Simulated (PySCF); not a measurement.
# Frontier orbitals and the lowest excitations

Compound: C6H10O2S.
Z-matrix (Å and degrees, PBE0-D3(BJ)/def2-SVP geometry), rows numbered from 1:
```
O 
S   1  1.4621
O   2  1.4620  1  120.74
C   2  1.8282  1  111.66  3   134.54
C   4  1.5275  2  100.54  1    53.98
C   5  1.5609  4  106.42  2    40.64
C   6  1.5272  5  106.41  4     0.10
C   7  1.5275  2  100.63  1  -167.19
C   4  1.5272  2  100.64  1   167.27
H   4  1.0971  2  111.64  1   -69.35
H   5  1.0981  4  110.40  2   -79.45
H   5  1.1002  4  109.76  2   161.79
H   6  1.0982  5  110.61  4  -119.76
H   6  1.1002  5  111.85  4   120.01
H   7  1.0971  2  111.60  1    69.47
H   8  1.1002  7  109.75  2   161.83
H   8  1.0982  7  110.41  2   -79.41
H   9  1.0982  4  110.43  2    79.48
H   9  1.1003  4  109.73  2  -161.79
```

The calculation used TDDFT CAM-B3LYP/def2-SVPD, vertical, gas phase, core orbitals frozen in the response in PySCF 2.14.0, density-fitted response routines.

Kohn–Sham orbitals with the atoms that hold most of them (Löwdin shares over 4%, at most four atoms; ? is withheld):

| orbital | ε (eV) | atoms |
| --- | --- | --- |
| HOMO-3 | -10.73 | O3 30%, O1 30%, S2 14%, C7 4% |
| HOMO-2 | -10.57 | O1 32%, O3 31%, S2 7%, C7 5% |
| HOMO-1 | -10.12 | ? |
| HOMO | -9.09 | ? |
| LUMO | 0.96 | S2 11%, C9 7%, C8 7%, C5 7% |
| LUMO+1 | 1.30 | S2 33%, O3 7%, O1 7%, H12 6% |
| LUMO+2 | 1.53 | S2 32%, H15 8%, H10 8%, H14 4% |

Problem. Give the leading atoms of the HOMO.

Solution. O3 (bonded to S) 21%; O1 (bonded to S) 21%; C7 (bonded to 2 C, S and H) 14%; C4 (bonded to 2 C, S and H) 14%. By element: oxygen 42%, carbon 27% or more.

Problem. Give the leading atoms of the HOMO-1.

Solution. O1 (bonded to S) 44%; O3 (bonded to S) 44%; S2 (bonded to 2 C and 2 O) 6%. By element: oxygen 87%, sulfur 6%.

Problem. How does S1 compare with the orbital gap of 10.05 eV?

Solution. S1 is at 7.08 eV (f = 0.028), 2.97 eV below the gap, made of HOMO→LUMO+1 (63%), HOMO→LUMO (21%). Its leading pair isn't HOMO and LUMO; the energies of that pair differ by 10.39 eV. 

Next come S2 at 7.57 eV (f 0.0012), HOMO→LUMO (76%), HOMO→LUMO+1 (16%); S3 at 8.00 eV (f 0.016), HOMO-1→LUMO+1 (61%), HOMO-1→LUMO (21%); S4 at 8.05 eV (f 0.0000), HOMO→LUMO+3 (65%), HOMO-2→LUMO+1 (13%); S5 at 8.13 eV (f 0.0088), HOMO→LUMO+2 (93%).

The run took 4.6 min on one thread, x86-64 server (shared host).
